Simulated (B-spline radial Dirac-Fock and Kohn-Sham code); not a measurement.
These are calculated numbers from a B-spline atomic structure program; the model is Dirac-Fock ΔSCF + Breit + QED. The model has no electron correlation.

**Question.** Identify the element and charge state from the binding energies below (tabulated ground configuration; the least bound level is included).

```
level  binding energy (eV)
   1s              92750.1
   2s              20471.1
2p3/2              17645.8
   3s               7895.9
3p1/2               7635.7
3p3/2               7073.1
   3d               6687.9
```

**Answer.** Pb⁶²⁺: Z = 82 with 20 electrons, [Ar] 3d2. The hydrogen-like estimate √(E/Ry) = 82.6 for the K level lies 0.6 above Z (screening lowers it, relativity raises it); the outermost level, at 6687.9 eV, fixes the charge.
